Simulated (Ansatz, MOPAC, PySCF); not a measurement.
Dimer: H4O2Si (SMILES O[SiH2]O) (first 7 atoms) with NH3 (SMILES N); geometry from B3LYP-D3(BJ)/def2-TZVP, rigid monomers moved along the line of their centres of mass till H4···N8 is 3.26 Å.
(charge 0, multiplicity 1):
```xyz
11

O     -0.047     1.041     1.317
Si    -0.637     0.357    -0.040
O      0.394     0.507    -1.318
H      0.111     0.469     2.103
H     -1.861     1.041    -0.496
H     -0.913    -1.081     0.236
H      1.312     0.258    -1.183
N      0.532    -1.068     4.948
H      0.200    -2.007     4.754
H      1.492    -1.139     5.265
H     -0.020    -0.700     5.715
```

Counterpoise-corrected where a basis set is named; no monomer relaxation. Rows marked so take none.

Rows in 3-21G, 6-31G* carry no dispersion term and start afresh at each structure (6-31G* with six Cartesian d functions). MP2/6-31G* freezes PySCF's default core. The state reached by PM6 isn't checked.

The values were computed with Ansatz (an electronic-structure program); MOPAC for PM6 (differences of heats of formation); PySCF for 3-21G rows, 6-31G* rows. 

Q: One of these levels gives -2.26 kcal/mol for the interaction energy. Which?
A) MP2/6-31G*
B) PM6
C) HF/3-21G (no counterpoise)
D) PBE/def2-TZVPPD

A: B, PM6. The others give -3.86 (HF/3-21G (no counterpoise)), -2.71 (PBE/def2-TZVPPD), -3.28 (MP2/6-31G*)
